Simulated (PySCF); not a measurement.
Job file and geometry (Å, from GFN2-xTB) of an NMR shielding run on C₆H₁₄BNO₂, GIAO PBE0/pcSseg-1 NMR shielding, non-relativistic, gas phase (PySCF 2.14.0, density-fitted response routines); density fitting, a coarse starting grid and PySCF grid level 2 are the driver's defaults:

```
$ OMP_NUM_THREADS=1 python probes_run.py task.json out

{"job": {"kind": "nmr", "xc": "PBE0", "basis": "pcSseg-1"}, "charge": 0, "multiplicity": 1}
C      2.396394     0.967389     0.436217
C      2.455557    -0.291555     1.118375
N      2.505634    -1.293779     1.667587
B     -0.271249    -1.040693    -0.783014
O      0.909964    -1.157626    -1.416632
C      1.450690    -2.391389    -1.813388
O     -0.607105     0.209462    -0.407214
C     -1.779553     0.514260     0.326721
C     -1.402741     0.769530     1.786186
C     -2.441817     1.737819    -0.303024
H      3.220118     1.035183    -0.272798
H      2.464609     1.781796     1.157140
H      1.450081     1.018387    -0.102680
H     -0.981608    -1.971941    -0.581805
H      1.818545    -2.293026    -2.836991
H      0.708421    -3.192401    -1.766681
H      2.284338    -2.640509    -1.151507
H     -2.468680    -0.342145     0.280347
H     -2.295269     0.963691     2.374574
H     -0.889692    -0.098920     2.192557
H     -0.738803     1.627739     1.854786
H     -3.336741     2.005180     0.251736
H     -2.712058     1.526549    -1.334365
H     -1.750771     2.576763    -0.291490
```

Q: Write the output of this run.

A: 
```
coarse grid: 19520 points
cycle   1  E = -466.3509093332  dE =  1.037e+00  |g| = 8.780e-01  |ddm| = 4.056e+00
cycle   2  E = -466.1313828823  dE =  2.195e-01  |g| = 1.387e+00  |ddm| = 1.702e+00
cycle   3  E = -466.4955608756  dE = -3.642e-01  |g| = 2.178e-01  |ddm| = 1.113e+00
cycle   4  E = -466.5041348481  dE = -8.574e-03  |g| = 9.556e-02  |ddm| = 1.771e-01
cycle   5  E = -466.5058738246  dE = -1.739e-03  |g| = 2.735e-02  |ddm| = 7.407e-02
cycle   6  E = -466.5060287844  dE = -1.550e-04  |g| = 3.767e-03  |ddm| = 1.926e-02
cycle   7  E = -466.5060316109  dE = -2.827e-06  |g| = 1.326e-03  |ddm| = 3.566e-03
final grid: 187072 points
cycle   8  E = -466.5844472231  dE = -5.189e-05  |g| = 1.371e-02  |ddm| = 3.176e-02
cycle   9  E = -466.5844174761  dE =  2.975e-05  |g| = 1.898e-02  |ddm| = 1.908e-02
cycle  10  E = -466.5844838800  dE = -6.640e-05  |g| = 1.948e-03  |ddm| = 1.168e-02
cycle  11  E = -466.5844846664  dE = -7.864e-07  |g| = 4.620e-04  |ddm| = 1.685e-03
cycle  12  E = -466.5844846994  dE = -3.305e-08  |g| = 2.558e-04  |ddm| = 4.473e-04
cycle  13  E = -466.5844847123  dE = -1.283e-08  |g| = 5.636e-05  |ddm| = 1.773e-04
cycle  14  E = -466.5844847129  dE = -6.820e-10  |g| = 1.610e-05  |ddm| = 4.932e-05
converged SCF energy = -466.5844847129

GIAO shielding tensors (ppm)
atom      isotropic    diamagn.    paramagn.     s11        s22        s33       span
  0 C      184.255     253.386     -69.131    176.078    181.155    195.532     19.454
  1 C       62.030     264.388    -202.359    -53.651    -49.697    289.437    343.088
  2 N      -23.885     342.417    -366.302   -191.960   -188.897    309.202    501.163
  3 B       73.617     203.290    -129.673     60.922     79.272     80.657     19.736
  4 O      212.633     404.346    -191.713     24.484    276.638    336.777    312.293
  5 C      129.441     242.635    -113.194    101.973    102.633    183.717     81.745
  6 O      156.379     405.053    -248.674     13.515    194.240    261.382    247.867
  7 C      113.077     241.569    -128.492     84.349     98.096    156.787     72.438
  8 C      158.805     251.473     -92.668    139.548    151.484    185.384     45.836
  9 C      160.273     248.108     -87.835    143.354    151.486    185.979     42.624
 10 H       29.922      28.340       1.581     25.798     27.351     36.617     10.819
 11 H       30.083      29.100       0.983     26.454     27.018     36.777     10.323
 12 H       27.964      36.235      -8.272     22.174     25.156     36.561     14.387
 13 H       27.240      35.885      -8.645     25.095     27.809     28.816      3.721
 14 H       27.777      28.164      -0.387     23.787     25.396     34.149     10.362
 15 H       27.717      29.283      -1.566     24.328     26.016     32.808      8.480
 16 H       27.414      29.969      -2.556     22.689     26.775     32.777     10.088
 17 H       27.327      32.836      -5.509     24.796     26.974     30.210      5.414
 18 H       30.633      30.965      -0.332     26.408     28.202     37.289     10.882
 19 H       30.111      34.394      -4.283     26.547     28.748     35.037      8.491
 20 H       30.475      33.601      -3.126     27.964     29.312     34.150      6.186
 21 H       30.696      28.983       1.713     26.515     28.310     37.263     10.747
 22 H       30.239      30.285      -0.046     26.316     28.071     36.331     10.015
 23 H       30.433      31.109      -0.676     27.321     29.390     34.587      7.266
```

Size and cost of the density-fitted run: 240 basis functions, 110 s wall time on 1 thread of an Arm Neoverse N1, shared host; peak memory 1.1 GiB.
